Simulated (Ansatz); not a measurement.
`[F][Ge]([Cl])([Cl])[I]` + HCl → `[Cl][Ge]([Cl])([Cl])[I]` + H–F at 600 K and 1 bar (ligand exchange at a Ge–F bond).

Isolated molecules relaxed with PBE0-D4/def2-TZVP in Ansatz; ΔE leaves out vibrations. CCSD(T)/CBS is the MP2 limit (def2-TZVPP, def2-QZVPP) plus CCSD(T) − MP2 in def2-TZVPP, frozen cores. This one scheme is used for every species. def2 core potentials past Kr. For Ge, I outer-core shells are correlated without core-valence functions, which leaves a few kJ/mol of doubt a bond. Scalar relativity is left out up to krypton.

| species | CCSD(T)/CBS energy (Eh) | H − E (kJ/mol) | S (J/(mol·K)) |
| --- | --- | --- | --- |
| `[F][Ge]([Cl])([Cl])[I]` | -3393.06114 | 67.5 | 449.0 |
| HCl | -460.38127 | 35.4 | 207.2 |
| `[Cl][Ge]([Cl])([Cl])[I]` | -3753.05178 | 66.6 | 452.6 |
| H–F | -100.39570 | 42.3 | 194.0 |

H − E and S are ideal-gas, rigid-rotor, harmonic terms from PBE0-D4/def2-TZVP. 1 Eh = 2625.50 kJ/mol, R = 8.31446 J/(mol·K).

Task: By hand: ΔE, ΔH, ΔS and ΔG.

Result: ΔE = (-3753.05178) + (-100.39570) − (-3393.06114) − (-460.38127) = -0.00507 Eh = -13.3 kJ/mol. Δ(H − E) = 66.6 + 42.3 − 67.5 − 35.4 = 6.0, so ΔH = -7.3 kJ/mol. ΔS = 452.6 + 194.0 − 449.0 − 207.2 = -9.6 J/(mol·K). ΔG = -7.3 − 600 × (-9.6)/1000 = -1.5 kJ/mol.

Task: By hand: the equilibrium constant, and the temperature at which ΔG would vanish if ΔH and ΔS stayed fixed.

Result: log₁₀ K = −ΔG/(RT ln 10) = 0.1. ΔG = 0 at ΔH/ΔS = 760 K, though so small a ΔH makes that figure unsure.

TΔS isn't small against ΔH here. The sign of ΔG lies within the doubt. A doubt of 5 kJ/mol in ΔE shifts log₁₀ K by 0.4 here. These are equilibria of isolated gas molecules and say nothing of rates. Largest T1 diagnostic: 0.010 (customary marks: 0.02 for closed shells, 0.045 for open ones).
